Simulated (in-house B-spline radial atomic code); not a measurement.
**Ionising Nd²⁺ with different functionals**

Computed with an all-electron radial atomic-structure program (B-spline basis): four-component Dirac-Coulomb Hamiltonian, Fermi nucleus of rms radius 4.9123 fm, spin-restricted, spherical fractional occupations for the functionals, and exact exchange of hybrids averaged over the configuration. The ionisation energy is the difference of two self-consistent energies, [Xe] 4f4 → [Xe] 4f3, without Breit or QED terms; ε is the level of the shell that loses the electron (mean over j). The electron is taken from both j subshells in proportion to 2j + 1, so the result is a j average, not the step between ground levels.

```
   method                    rung  ΔSCF (eV)  -ε(4f) (eV)
BHandHLYP           global hybrid      20.93        18.83
    B3LYP           global hybrid          ?            ?
CAM-B3LYP  range-separated hybrid      21.79        18.20
  LC-wPBE  range-separated hybrid          ?            ?
```

Q: What does B3LYP give?

A: ΔSCF 21.90 eV, and -ε(4f) = 16.33 eV.

Q: What does LC-wPBE give?

A: ΔSCF 21.98 eV, and -ε(4f) = 19.39 eV.

Q: Among the functionals, which spreads more, the ΔSCF values or the orbital energies?

A: The orbital energies: ΔSCF values span about 1.05 eV and the orbital energies 3.06 eV.

Q: How do they compare with the NIST value?

A: NIST lists 22.09 eV ± 0.04 (semi-empirical, ground level to ground level). Errors run from -1.16 to -0.11 eV; LC-wPBE is closest (-0.11 eV), but part of that can be cancellation, since the calculations leave out Breit-QED terms, spin polarisation, the choice among j levels, multiplet and fine-structure energies.
